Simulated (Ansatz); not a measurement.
A geometry relaxed with B3LYP-D3(BJ)/def2-TZVP (Ansatz, an electronic-structure program), charge 0, multiplicity 1:

```xyz
4

Br     2.2294    -0.4699    -0.0034
Ga     0.0000     0.0000     0.0002
Br    -0.7079     2.1654    -0.0279
Br    -1.5216    -1.6955     0.0310
```

### Question
Write the SMILES of this molecule.

### Answer
`[Br][Ga]([Br])[Br]`
